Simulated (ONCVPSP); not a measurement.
# niobium (Nb): excitation energies, all-electron against ONCV

| Quantity | Value |
| --- | --- |
| Element | Nb |
| Generator | ONCVPSP 4.0.1 |
| Type | optimised norm-conserving Vanderbilt (ONCV) |
| Functional | PBE |
| Relativity | scalar-relativistic |
| Frozen core | [Kr] |
| Valence charge | 5 |
| Reference configuration | 4d4 5s1 |
| Partial waves | 5s: rc 3.40 bohr, ncon 3, nbas 7, qcut 2.2 1/bohr, 1 projector; p scattering state at 0.21 Ha: rc 3.25 bohr, ncon 4, nbas 8, qcut 2.5 1/bohr, 2 projectors, debl 0.6 Ha; 4d: rc 2.40 bohr, ncon 5, nbas 9, qcut 6.7 1/bohr, 2 projectors, debl 1.2 Ha |
| Local potential | polynomial inside 1.55 bohr (lpopt 2, dvloc0 3 Ha) |
| Core correction | none |

In the p channel the program set the typed energies aside and used 0.050, 0.650 Ha.

Energies are relative to the spin-unpolarised reference configuration 4d4 5s1; without spin polarisation the order of configurations can differ from experiment. Not all tests gave a result: 1 of 4 tests not solved or not reliable.

```
valence configuration  charge  ΔE all-electron (eV)  error AE − PS (meV)
              4d4 5s0      +1                 6.637                  +22
              4d3 5s0      +2                20.678                  +66
          4d4 5s0 5p1       0                 2.952                 +2.7
```

Levels in the configuration 4d4 5s0:

```json
{"level": "4d", "all-electron (eV)": "-9.309", "pseudo (eV)": "-9.263"}
```
